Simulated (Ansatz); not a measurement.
Ansatz (a first-principles code) job for H₂Pb₂, SMILES [PbH]#[PbH], PBE0-D3(BJ)/def2-TZVP. 

Ansatz 0.2 input:
```yaml
crystal:
  periodic: [false, false, false]
  atoms:
    - {symbol: Pb, position_ang: [-0.02464078, 1.61023952, -0.00011755]}
    - {symbol: Pb, position_ang: [0.02464078, -1.61023952, -0.00011755]}
    - {symbol: H, position_ang: [1.81858572, 1.78906034, 0.00963915]}
    - {symbol: H, position_ang: [-1.81858573, -1.78906034, 0.00963915]}
basis:
  gaussian:
    orbitals: def2-TZVP
hamiltonian:
  xc: pbe0
  dispersion: d3bj
relax: {f_tol: 0.002, max_steps: 200}
```

Program output:

```
WARN ansatz: RAYON_NUM_THREADS=1 ignored (pool sized by the plan → 1); use --threads N
Functional definition: PBE0
integrals: 0.04 GiB planned
948 factors; their error is unknown
mean field: 0.36 GiB planned
mean field evaluation 1: about -10527.3156 eV, gradient 1.3e1 eV
mean field evaluation 2: about -10527.6951 eV, gradient 1.1e1 eV
mean field evaluation 4: about -10528.0445 eV, gradient 3.9e-1 eV
mean field evaluation 8: about -10528.1258 eV, gradient 1.6e-1 eV
mean field evaluation 16: about -10528.1259 eV, gradient 3.1e-5 eV
mean field -10528.12586622 eV, -386.9014893635 hartree, gradient 3.1e-5 eV, S^2 0.000000; 2 other end points of the search recorded, 0 dependent functions left out
the calculation of the forces begins
reference -10528.12590016 eV, -386.9014906110 hartree; 23, 23 occupied and 89, 89 virtual orbitals, 948 factors
relax step   1: F+E_penalty+E_count = -10528.20134689 eV  Δ(F+E_penalty+E_count) = +0.000e0 eV  max|allowed force component| = 1.722e-1 eV/Å  Δτ_max = 0.0000 Å  (48 SCF iters, accepted)
these checks for a lower state are left out or cut short: starts, cluster_reference, orbital_swaps, neighbouring_geometries, increment
integrals: 0.04 GiB planned
948 factors; their error is unknown
mean field: 0.37 GiB planned
mean field -10528.13350312 eV, -386.9017700144 hartree, gradient 8.4e-6 eV, S^2 0.000000; 0 other end points of the search recorded, 0 dependent functions left out
the calculation of the forces begins
reference -10528.13353638 eV, -386.9017712369 hartree; 23, 23 occupied and 89, 89 virtual orbitals, 948 factors
relax step   2: F+E_penalty+E_count = -10528.21181433 eV  Δ(F+E_penalty+E_count) = -1.047e-2 eV  max|allowed force component| = 2.649e-1 eV/Å  Δτ_max = 0.1949 Å  (36 SCF iters, accepted)
these checks for a lower state are left out or cut short: starts, cluster_reference, orbital_swaps, neighbouring_geometries, increment
integrals: 0.04 GiB planned
948 factors; their error is unknown
mean field: 0.37 GiB planned
mean field evaluation 32: about -10528.0656 eV, gradient 5.3e0 eV
mean field -10528.15341091 eV, -386.9025016121 hartree, gradient 1.6e-5 eV, S^2 0.000000; 0 other end points of the search recorded, 0 dependent functions left out
the calculation of the forces begins
reference -10528.15344442 eV, -386.9025028437 hartree; 23, 23 occupied and 89, 89 virtual orbitals, 948 factors
relax step   3: F+E_penalty+E_count = -10528.23049237 eV  Δ(F+E_penalty+E_count) = -1.868e-2 eV  max|allowed force component| = 9.118e-2 eV/Å  Δτ_max = 0.0805 Å  (36 SCF iters, accepted)
these checks for a lower state are left out or cut short: starts, cluster_reference, orbital_swaps, neighbouring_geometries, increment
integrals: 0.04 GiB planned
948 factors; their error is unknown
mean field: 0.37 GiB planned
mean field -10528.16213255 eV, -386.9028221264 hartree, gradient 2.0e-5 eV, S^2 0.000000; 0 other end points of the search recorded, 0 dependent functions left out
the calculation of the forces begins
reference -10528.16216601 eV, -386.9028233561 hartree; 23, 23 occupied and 89, 89 virtual orbitals, 948 factors
relax step   4: F+E_penalty+E_count = -10528.23918994 eV  Δ(F+E_penalty+E_count) = -8.698e-3 eV  max|allowed force component| = 4.885e-2 eV/Å  Δτ_max = 0.0661 Å  (36 SCF iters, accepted)
these checks for a lower state are left out or cut short: starts, cluster_reference, orbital_swaps, neighbouring_geometries, increment
integrals: 0.04 GiB planned
948 factors; their error is unknown
mean field: 0.37 GiB planned
mean field -10528.17304010 eV, -386.9032229716 hartree, gradient 1.0e-5 eV, S^2 0.000000; 0 other end points of the search recorded, 0 dependent functions left out
the calculation of the forces begins
reference -10528.17307351 eV, -386.9032241995 hartree; 23, 23 occupied and 89, 89 virtual orbitals, 948 factors
relax step   5: F+E_penalty+E_count = -10528.25033789 eV  Δ(F+E_penalty+E_count) = -1.115e-2 eV  max|allowed force component| = 7.514e-2 eV/Å  Δτ_max = 0.0498 Å  (37 SCF iters, accepted)
these checks for a lower state are left out or cut short: starts, cluster_reference, orbital_swaps, neighbouring_geometries, increment
integrals: 0.04 GiB planned
948 factors; their error is unknown
mean field: 0.36 GiB planned
mean field -10528.17457716 eV, -386.9032794577 hartree, gradient 1.7e-5 eV, S^2 0.000000; 0 other end points of the search recorded, 0 dependent functions left out
the calculation of the forces begins
reference -10528.17461057 eV, -386.9032806852 hartree; 23, 23 occupied and 89, 89 virtual orbitals, 948 factors
[...]
reference -10528.60271406 eV, -386.9190131984 hartree; 23, 23 occupied and 89, 89 virtual orbitals, 948 factors
relax step  12: F+E_penalty+E_count = -10528.68556315 eV  Δ(F+E_penalty+E_count) = -7.309e-2 eV  max|allowed force component| = 1.609e-1 eV/Å  Δτ_max = 0.1950 Å  (32 SCF iters, accepted)
these checks for a lower state are left out or cut short: starts, cluster_reference, orbital_swaps, neighbouring_geometries, increment
integrals: 0.04 GiB planned
948 factors; their error is unknown
mean field: 0.37 GiB planned
mean field -10528.71428698 eV, -386.9231134276 hartree, gradient 1.6e-5 eV, S^2 0.000000; 0 other end points of the search recorded, 0 dependent functions left out
the calculation of the forces begins
reference -10528.71431754 eV, -386.9231145508 hartree; 23, 23 occupied and 89, 89 virtual orbitals, 948 factors
relax step  13: F+E_penalty+E_count = -10528.79853207 eV  Δ(F+E_penalty+E_count) = -1.130e-1 eV  max|allowed force component| = 2.509e-1 eV/Å  Δτ_max = 0.1951 Å  (37 SCF iters, accepted)
these checks for a lower state are left out or cut short: starts, cluster_reference, orbital_swaps, neighbouring_geometries, increment
integrals: 0.04 GiB planned
948 factors; their error is unknown
mean field: 0.38 GiB planned
mean field evaluation 128: about -10528.9029 eV, gradient 1.0e-3 eV
mean field -10528.90291486 eV, -386.9300453744 hartree, gradient 1.8e-5 eV, S^2 0.000000; 0 other end points of the search recorded, 0 dependent functions left out
the calculation of the forces begins
reference -10528.90294437 eV, -386.9300464588 hartree; 23, 23 occupied and 89, 89 virtual orbitals, 948 factors
relax step  14: F+E_penalty+E_count = -10528.98785578 eV  Δ(F+E_penalty+E_count) = -1.893e-1 eV  max|allowed force component| = 3.556e-1 eV/Å  Δτ_max = 0.1950 Å  (37 SCF iters, accepted)
these checks for a lower state are left out or cut short: starts, cluster_reference, orbital_swaps, neighbouring_geometries, increment
integrals: 0.04 GiB planned
948 factors; their error is unknown
mean field: 0.38 GiB planned
mean field -10529.14664332 eV, -386.9390022301 hartree, gradient 2.3e-5 eV, S^2 0.000000; 0 other end points of the search recorded, 0 dependent functions left out
the calculation of the forces begins
reference -10529.14667195 eV, -386.9390032823 hartree; 23, 23 occupied and 89, 89 virtual orbitals, 948 factors
relax step  15: F+E_penalty+E_count = -10529.23123740 eV  Δ(F+E_penalty+E_count) = -2.434e-1 eV  max|allowed force component| = 3.005e-1 eV/Å  Δτ_max = 0.1949 Å  (36 SCF iters, accepted)
these checks for a lower state are left out or cut short: starts, cluster_reference, orbital_swaps, neighbouring_geometries, increment
integrals: 0.04 GiB planned
948 factors; their error is unknown
mean field: 0.38 GiB planned
mean field -10529.21405509 eV, -386.9414795670 hartree, gradient 1.3e-5 eV, S^2 0.000000; 0 other end points of the search recorded, 0 dependent functions left out
the calculation of the forces begins
reference -10529.21408373 eV, -386.9414806194 hartree; 23, 23 occupied and 89, 89 virtual orbitals, 948 factors
relax step  16: F+E_penalty+E_count = -10529.29772263 eV  Δ(F+E_penalty+E_count) = -6.649e-2 eV  max|allowed force component| = 3.812e-1 eV/Å  Δτ_max = 0.1993 Å  (37 SCF iters, accepted)
these checks for a lower state are left out or cut short: starts, cluster_reference, orbital_swaps, neighbouring_geometries, increment
integrals: 0.04 GiB planned
948 factors; their error is unknown
mean field: 0.38 GiB planned
mean field -10529.22364320 eV, -386.9418319235 hartree, gradient 2.2e-5 eV, S^2 0.000000; 0 other end points of the search recorded, 0 dependent functions left out
the calculation of the forces begins
reference -10529.22367167 eV, -386.9418329698 hartree; 23, 23 occupied and 89, 89 virtual orbitals, 948 factors
relax step  17: F+E_penalty+E_count = -10529.30740640 eV  Δ(F+E_penalty+E_count) = -9.684e-3 eV  max|allowed force component| = 2.917e-1 eV/Å  Δτ_max = 0.0572 Å  (32 SCF iters, accepted)
these checks for a lower state are left out or cut short: starts, cluster_reference, orbital_swaps, neighbouring_geometries, increment
integrals: 0.04 GiB planned
948 factors; their error is unknown
mean field: 0.38 GiB planned
mean field evaluation 160: about -10529.2442 eV, gradient 1.6e-1 eV
mean field -10529.24443179 eV, -386.9425958899 hartree, gradient 1.5e-5 eV, S^2 0.000000; 0 other end points of the search recorded, 0 dependent functions left out
the calculation of the forces begins
reference -10529.24446042 eV, -386.9425969424 hartree; 23, 23 occupied and 89, 89 virtual orbitals, 948 factors
relax step  18: F+E_penalty+E_count = -10529.32835847 eV  Δ(F+E_penalty+E_count) = -2.095e-2 eV  max|allowed force component| = 9.858e-2 eV/Å  Δτ_max = 0.0525 Å  (32 SCF iters, accepted)
these checks for a lower state are left out or cut short: starts, cluster_reference, orbital_swaps, neighbouring_geometries, increment
integrals: 0.04 GiB planned
948 factors; their error is unknown
mean field: 0.38 GiB planned
mean field -10529.24583751 eV, -386.9426475493 hartree, gradient 2.5e-5 eV, S^2 0.000000; 0 other end points of the search recorded, 0 dependent functions left out
the calculation of the forces begins
reference -10529.24586611 eV, -386.9426486002 hartree; 23, 23 occupied and 89, 89 virtual orbitals, 948 factors
relax step  19: F+E_penalty+E_count = -10529.32982498 eV  Δ(F+E_penalty+E_count) = -1.467e-3 eV  max|allowed force component| = 1.093e-2 eV/Å  Δτ_max = 0.0232 Å  (32 SCF iters, accepted)
these checks for a lower state are left out or cut short: starts, cluster_reference, orbital_swaps, neighbouring_geometries, increment
integrals: 0.04 GiB planned
948 factors; their error is unknown
mean field: 0.38 GiB planned
mean field -10529.24593761 eV, -386.9426512280 hartree, gradient 1.9e-5 eV, S^2 0.000000; 0 other end points of the search recorded, 0 dependent functions left out
the calculation of the forces begins
reference -10529.24596622 eV, -386.9426522794 hartree; 23, 23 occupied and 89, 89 virtual orbitals, 948 factors
relax step  20: F+E_penalty+E_count = -10529.32992897 eV  Δ(F+E_penalty+E_count) = -1.040e-4 eV  max|allowed force component| = 1.347e-2 eV/Å  Δτ_max = 0.0071 Å  (32 SCF iters, accepted)
these checks for a lower state are left out or cut short: starts, cluster_reference, orbital_swaps, neighbouring_geometries, increment
integrals: 0.04 GiB planned
948 factors; their error is unknown
mean field: 0.38 GiB planned
mean field -10529.24596941 eV, -386.9426523966 hartree, gradient 1.9e-5 eV, S^2 0.000000; 0 other end points of the search recorded, 0 dependent functions left out
the calculation of the forces begins
reference -10529.24599801 eV, -386.9426534478 hartree; 23, 23 occupied and 89, 89 virtual orbitals, 948 factors
relax step  21: F+E_penalty+E_count = -10529.32994714 eV  Δ(F+E_penalty+E_count) = -1.817e-5 eV  max|allowed force component| = 4.574e-4 eV/Å  Δτ_max = 0.0014 Å  (33 SCF iters, accepted)
integrals: 0.04 GiB planned
948 factors; their error is unknown
mean field: 0.38 GiB planned
mean field evaluation 192: about -10528.1919 eV, gradient 1.9e1 eV
mean field -10529.24596941 eV, -386.9426523966 hartree, gradient 2.5e-5 eV, S^2 0.000000; 1 other end points of the search recorded, 0 dependent functions left out
the calculation of the forces begins
reference -10529.24599801 eV, -386.9426534478 hartree; 23, 23 occupied and 89, 89 virtual orbitals, 948 factors
Total energy: -10529.32997574 eV, -386.9457395723 hartree
Atom 0 at    -0.548363     1.327643    -0.418005 Å, force    -0.000202     0.000457    -0.000125 eV/Å
Atom 1 at     0.548363    -1.327643    -0.418005 Å, force     0.000202    -0.000457    -0.000125 eV/Å
Atom 2 at     1.096720     0.452989     0.427526 Å, force     0.000336     0.000123     0.000125 eV/Å
Atom 3 at    -1.096720    -0.452989     0.427526 Å, force    -0.000336    -0.000123     0.000125 eV/Å
Dipole moment:    -0.000000    -0.000000    -0.229107 e Å
```

Self-consistency was reached.

Cost: very roughly 50 core-seconds.
